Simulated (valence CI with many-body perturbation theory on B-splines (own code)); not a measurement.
**Ce VIII: calculated level list**

Calculated by valence CI with perturbative core correlation (CI+MBPT): five valence electrons over a frozen Dirac-Fock core [Kr] 4d10, a basis of 7 s, 7 p, 7 d, 7 f, 4 g, 2 h functions for each j, with the one-electron correlation potential Σ1 (screened to all orders), the two-electron term Σ2, the three-electron term Σ3, Breit, model QED; selected single and double excitations, second order for the rest, scaled by the run's own slope (own B-spline code, finite nucleus).

No measured spectrum was set against this ion. As an estimate, levels hold to about 250 cm⁻¹ or 0.2 % of their energy and the worst to 1 %, as in measured heavy ions of charge 2 to 7; those with d or f electrons hold less well. Among the levels kept, up to 1300 cm⁻¹ of a level comes from second order outside the variational space, and about a tenth of that is noise between levels of different J, which matters for small intervals. Only levels of the ground parity were solved; by the run's estimate the other parity begins above the list, which can be wrong where configurations are misplaced.

Levels 1 to 33 of 33, with energies above the lowest level, (5s^2 5p1/2^2 5p3/2) J=3/2. "Leading %" is the weight of the configuration and term that name the level; weights of strongly mixed levels are sums over their largest components and can fall short, so below about 35 % the name and the second component can differ from the true leading terms, or belong to a minority configuration. In the jj column 3d3/2^4 stands for four electrons in 3d with j = 3/2. Lifetimes count E1, E2, E3, M1 and M2 decay at the calculated energies, and are blank where another channel may lead or the interval is too uncertain; long ones can be off by a factor of two.

```tsv
No.	Configuration	Term	J	E (cm⁻¹)	Leading %	Second component	Lifetime	g	Leading jj
1	5s²5p³	⁴S°	3/2	0.0	59	25 % 5s²5p³ ²P°		1.663	5s^2 5p1/2^2 5p3/2 (82 %)
2	5s²5p³	²D°	3/2	22814	59	30 % 5s²5p³ ⁴S°	4.28 ms	1.207	5s^2 5p1/2 5p3/2^2 (83 %)
3	5s²5p³	²D°	5/2	30336	92		22.1 ms	1.199	5s^2 5p1/2 5p3/2^2 (92 %)
4	5s²5p³	²P°	1/2	45627	94		2.12 ms	0.665	5s^2 5p1/2 5p3/2^2 (94 %)
5	5s²5p³	²P°	3/2	66178	62	21 % 5s²5p³ ²D°	831 μs	1.262	5s^2 5p3/2^3 (88 %)
6	4f5s²5p²	⁴G°	5/2	69097	50	14 % 4f5s²5p² ²F°	29.1 ms	0.795	4f5/2 5s^2 5p1/2^2 (86 %)
7	4f5s²5p²	⁴D°	7/2	73130	25	24 % 4f5s²5p² ⁴G°	17.3 ms	1.156	4f7/2 5s^2 5p1/2^2 (85 %)
8	4f5s²5p²	⁴G°	7/2	88383	52	36 % 4f5s²5p² ²G°	10.3 ms	0.985	4f5/2 5s^2 5p1/2 5p3/2 (86 %)
9	4f5s²5p²	²D°	5/2	88733	39	35 % 4f5s²5p² ⁴G°	3.68 ms	0.985	4f5/2 5s^2 5p1/2 5p3/2 (92 %)
10	4f5s²5p²	⁴D°	7/2	91545	45	42 % 4f5s²5p² ²G°	4.79 ms	1.152	4f7/2 5s^2 5p1/2 5p3/2 (74 %)
11	4f5s²5p²	⁴G°	9/2	92141	80	10 % 4f5s²5p² ⁴F°		1.176	4f7/2 5s^2 5p1/2 5p3/2 (75 %)
12	4f5s²5p²	⁴F°	3/2	93318	51	28 % 4f5s²5p² ⁴D°	3.37 ms	0.706	4f5/2 5s^2 5p1/2 5p3/2 (93 %)
13	4f5s²5p²	⁴D°	5/2	94593	49	34 % 4f5s²5p² ²D°	5.04 ms	1.255	4f7/2 5s^2 5p1/2 5p3/2 (90 %)
14	4f5s²5p²	²G°	9/2	96069	56	33 % 4f5s²5p² ⁴F°		1.172	4f7/2 5s^2 5p1/2 5p3/2 (57 %)
15	4f5s²5p²	⁴G°	11/2	99458	69	27 % 4f5s²5p² ²H°		1.221	4f7/2 5s^2 5p1/2 5p3/2 (82 %)
16	4f5s²5p²	²F°	5/2	99684	45	36 % 4f5s²5p² ⁴F°	4.16 ms	0.989	4f5/2 5s^2 5p1/2 5p3/2 (86 %)
17	4f5s²5p²	²F°	7/2	100270	47	41 % 4f5s²5p² ⁴F°	9.73 ms	1.162	4f7/2 5s^2 5p1/2 5p3/2 (69 %)
18	4f5s²5p²	⁴D°	3/2	100650	50	15 % 4f5s²5p² ²D°	2.88 ms	1.009	4f5/2 5s^2 5p1/2 5p3/2 (63 %)
19	4f5s²5p²	⁴D°	1/2	100920	80	16 % 4f5s²5p² ²P°	1.79 ms	0.115	4f5/2 5s^2 5p1/2 5p3/2 (72 %)
20	4f5s²5p²	²G°	7/2	106040	48	44 % 4f5s²5p² ²F°	2.34 ms	1.016	4f5/2 5s^2 5p1/2 5p3/2 (55 %)
21	4f5s²5p²	²G°	9/2	106400	57	33 % 4f5s²5p² ²H°		1.054	4f7/2 5s^2 5p1/2 5p3/2 (57 %)
22	4f5s²5p²	²D°	3/2	108420	66	18 % 4f5s²5p² ⁴F°	4.38 ms	0.779	4f7/2 5s^2 5p1/2 5p3/2 (57 %)
23	4f5s²5p²	²F°	5/2	111320	63	20 % 4f5s²5p² ²D°	4.70 ms	0.953	4f7/2 5s^2 5p1/2 5p3/2 (88 %)
24	4f5s²5p²	²F°	5/2	122960	43	18 % 4f5s²5p² ⁴F°	1.25 ms	0.976	4f5/2 5s^2 5p3/2^2 (92 %)
25	4f5s²5p²	⁴F°	7/2	123250	31	24 % 4f5s²5p² ²F°	1.56 ms	1.170	4f5/2 5s^2 5p3/2^2 (58 %)
26	4f5s²5p²	⁴F°	9/2	124140	48	37 % 4f5s²5p² ²G°	2.44 ms	1.225	4f7/2 5s^2 5p3/2^2 (91 %)
27	4f5s²5p²	²D°	3/2	127330	70	15 % 4f5s²5p² ⁴F°	1.19 ms	0.779	4f5/2 5s^2 5p3/2^2 (68 %)
28	4f5s²5p²	²H°	11/2	129150	68	28 % 4f5s²5p² ⁴G°	2.26 ms	1.143	4f7/2 5s^2 5p3/2^2 (82 %)
29	4f5s²5p²	²H°	9/2	130210	51	37 % 4f5s²5p² ²G°	1.54 ms	1.008	4f5/2 5s^2 5p3/2^2 (87 %)
30	4f5s²5p²	²P°	1/2	135810	77	17 % 4f5s²5p² ⁴D°	828 μs	0.547	4f5/2 5s^2 5p3/2^2 (71 %)
31	4f5s²5p²	²F°	7/2	136220	61	30 % 4f5s²5p² ²G°	1.38 ms	1.070	4f7/2 5s^2 5p3/2^2 (58 %)
32	4f5s²5p²	²D°	5/2	136460	61	18 % 4f5s²5p² ²F°	1.38 ms	1.122	4f7/2 5s^2 5p3/2^2 (81 %)
33	4f5s²5p²	²P°	3/2	138130	73	11 % 4f5s²5p² ²D°	1.21 ms	1.257	4f7/2 5s^2 5p3/2^2 (61 %)
```

The ionisation energy to 5s²5p² ³P0 of the next ion comes out as 107.56 eV (NIST: 106 ± 2.1 eV (theoretical)). All 33 levels together are meant to be complete up to 141450 cm⁻¹.
